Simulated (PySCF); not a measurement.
Compound: C7H10NS (charge +1).
Z-matrix (Å and degrees, GFN2-xTB geometry), rows numbered from 1:
```
C 
S   1  1.8100
C   2  1.7372  1  104.57
C   3  1.3882  2  124.30  1    -1.31
N   4  1.3398  3  120.60  2   179.77
C   5  1.3348  4  122.70  3    -0.24
C   6  1.3825  5  119.44  4     0.33
C   7  1.3878  6  120.74  5    -0.05
C   8  1.4766  3  119.60  2     0.40
H   1  1.0867  2  105.01  3  -178.83
H   1  1.0858  2  110.33  3   -61.13
H   1  1.0857  2  110.50  3    63.47
H   4  1.0778  3  122.52  2    -0.32
H   5  1.0165  4  118.35  3   179.79
H   6  1.0780  5  118.08  4  -179.84
H   7  1.0782  6  119.33  5   179.97
H   9  1.0908  8  110.00  3    57.76
H   9  1.0909  8  109.94  3   -58.80
H   9  1.0852  8  111.85  3   179.53
```

Probes without a nucleus sit at each ring's centroid and 1 Å off its mean plane on both sides; NICS is minus the shielding there, NICSzz its component along the normal. Level: GIAO PBE0/pcSseg-1 (PySCF, non-relativistic, gas phase) on the GFN2-xTB geometry, one conformer.

Ring bond lengths (Å), with Mayer bond orders in brackets: C3–C4 1.388 (1.36), C4–N5 1.340 (1.21), N5–C6 1.335 (1.24), C6–C7 1.383 (1.44), C7–C8 1.388 (1.42), C8–C3 1.425 (1.22).

Question: What do the NICS probes read (ppm)?

Answer: 
| ring | type | NICS(0) | NICS(1), two faces | NICS(1)zz, two faces | rms pucker (Å) | centre to ring atoms, mean (Å) |
| --- | --- | --- | --- | --- | --- | --- |
| C3–C4–N5–C6–C7–C8 | 6-membered ring with N; formal bonds all aromatic | -7.0 | -9.7 / -9.7 | -22.9 / -22.9 | 0.00 | 1.38 |

Question: What can be read from them?

Answer: 
- C3–C4–N5–C6–C7–C8: mean NICS(1)zz -22.9 ppm, shielded. For a flat ring without four-coordinate atoms the NICS criterion counts such a value as aromatic.

Question: And the bond-length index? HOMA = 1 − mean of α(R − Ropt)² over the ring bonds, with Krygowski's 1993 parameters (CC: Ropt 1.388 Å, α 257.7 Å⁻²; CN: Ropt 1.334 Å, α 93.52 Å⁻²).

Answer: 
- C3–C4–N5–C6–C7–C8: HOMA 0.94; the largest term is that of C8–C3, α(R − Ropt)² = 0.35. The geometric and the magnetic index point the same way.

Question: What field does 7.05 T along the ring normal induce along that normal at the first NICS(1) probe listed for ring C3–C4–N5–C6–C7–C8, 1 Å off the ring?

Answer: NICSzz × B0 = -22.9 ppm × 7.05 T = -161 μT, against the applied field.

Question: List the ring angles and the Hirshfeld charges of the ring atoms.

Answer: 
- C3–C4–N5–C6–C7–C8: C3 118.3° (-0.001 e), C4 120.6° (+0.049 e), N5 122.7° (+0.018 e), C6 119.4° (+0.071 e), C7 120.7° (-0.015 e), C8 118.2° (+0.063 e); sum 720.0° against 720° for a flat convex ring.

Time: 39 s; peak memory 0.99 GiB. Hardware: one thread, Arm Neoverse V2 (aarch64), no GPU, on a shared host. This is the whole shielding run at PBE0/pcSseg-1, SCF included.
